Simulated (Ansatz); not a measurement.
C2H7Al2Cl, relaxed with RKS PBE0-D4/def2-TZVP in Ansatz from a PBE-D4/def2-SVP geometry. The force threshold is 0.005 eV/Å; the program also tests the step.

Total charge 0; spin multiplicity 1. The bonds changed during the relaxation, so this is another structure than the one it started from.

Start:

```xyz
12

Al    1.564    0.905    0.114
C    -0.204    1.114    1.002
Al   -1.446    0.027   -0.004
C    -0.599   -1.698   -0.579
Cl    0.665   -0.863   -1.674
H     2.040    1.979   -0.979
H     2.620   -0.089    0.803
H    -0.098    0.717    2.038
H    -0.526    2.175    1.063
H    -2.857    0.400   -0.659
H    -0.010   -2.298    0.140
H    -1.150   -2.370   -1.265
```

(1) How much energy does the relaxation release, and in how many steps? (Estimate.)

(2) Which bonds change most? (Estimate.)

(3) Give the relaxed structure. (An estimate is asked.)

## Answers

(1) The calculation gave: 30.60 kJ/mol, in 50 steps, 5 of them rejected.

(2) Ansatz gave: Al1–Al3 from 3.138 to 2.571 Å; Al1–Cl5 from 2.671 to 2.401 Å; Al1–H6 from 1.605 to 1.732 Å; Al1–C2 from 1.989 to 1.933 Å.

(3) Computed: 
```xyz
12

Al    1.412    0.773    0.190
C    -0.137    0.875    1.342
Al   -1.076    0.364   -0.313
C    -0.491   -1.533   -0.722
Cl    1.304   -1.571   -0.320
H     0.438    1.008   -1.222
H     2.928    1.191    0.059
H    -0.202    0.234    2.221
H    -0.352    1.909    1.635
H    -2.385    0.924   -1.011
H    -0.914   -2.320   -0.096
H    -0.526   -1.855   -1.762
```
